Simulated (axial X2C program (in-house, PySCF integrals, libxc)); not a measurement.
Results of a calculation; reference values are marked as such.
**NSmN: input and output of an open-shell CI run**

Program: an axial X2C code built on PySCF integrals.

Input and command:
```json
{"zs": [7, 62, 7], "q": 0, "bas": ["dyall-v2z", "dyall-v2z", "dyall-v2z"], "r0": 1.72, "metal": 1, "shells": [[3, [2, 3], 2], [3, [1], 0]], "fix": 0, "emax": 3.5, "nroots": 6}
```
```bash
python soci.py task.json out
```

Keys: zs atomic numbers; q charge; bas basis sets; r0 starting distance in Å; metal index of the metal atom; shells open shells as [l, |m| values, electrons]; fix electron count of the first shell held; emax energy window in eV; nroots roots for each Ω.

Output at N–Sm–N held linear, both bonds 1.636 Å:

```
average of configuration f(δφ)2 f(π)0
basis functions 199  fitting functions 1190
iter      average energy  largest gradient
   1     -10527.612788150   6.13e-01
   2     -10527.621433648   1.77e-03
   3     -10527.621446653   1.25e-03
   4     -10527.621451408   5.77e-04
   5     -10527.621454312   9.63e-05
   6     -10527.621454458   5.08e-05
   7     -10527.621454588   5.11e-05
   8     -10527.621454710   5.89e-05
   9     -10527.621454812   5.78e-05
  10     -10527.621454964   4.90e-05
  11     -10527.621455062   3.92e-05
  12     -10527.621455100   1.95e-05
converged
CI levels
2*Omega        energy/Eh    cm-1   g(par)  dipole/D  leading shell counts
    8    -10527.70856690        0   6.077    0.000  {'2 0': 1.0}
   10    -10527.69103728     3847  10.024    0.000  {'2 0': 1.0}
    0    -10527.68359772     5480   0.000    0.000  {'2 0': 1.0}
   12    -10527.67740304     6840  13.958    0.000  {'2 0': 1.0}
    2    -10527.67299186     7808   3.512    0.000  {'2 0': 1.0}
    0    -10527.64278745    14437   0.000    0.000  {'2 0': 0.994}
    2    -10527.64121590    14782   2.397    0.000  {'2 0': 0.998}
    4    -10527.63825542    15432   5.953    0.000  {'2 0': 0.999}
    0    -10527.63213285    16775   0.000    0.000  {'2 0': 0.995}
    0    -10527.62184169    19034   0.000    0.000  {'2 0': 1.0}
    2    -10527.60422120    22901   2.111    0.000  {'2 0': 0.996}
   12    -10527.58749073    26573  12.047    0.000  {'2 0': 1.0}
```

Dipoles in the output refer to the first atom as origin.

There is no dynamic correlation: spin–orbit spacings and, for f shells, spacings inside one term are the most reliable numbers, splittings between terms come out too wide, and energies between configurations are not reliable, so the lowest level need not be the ground state of the molecule. At most 6 roots were kept for each Ω > 0 (twice that for Ω = 0) within 3.5 eV of the lowest, so higher up levels can be missing between those listed; levels with Ω > 0 are doubly degenerate and listed once, Ω = 0 levels singly. Some active spinors are only partly of the character that their shell is named for, so the shell names and counts are nominal. States that fill the shells left empty in the average are placed too high. Along the bond the averaged SCF switches between close solutions, so this one may not be the lowest. The molecule was held linear; bending was not examined.
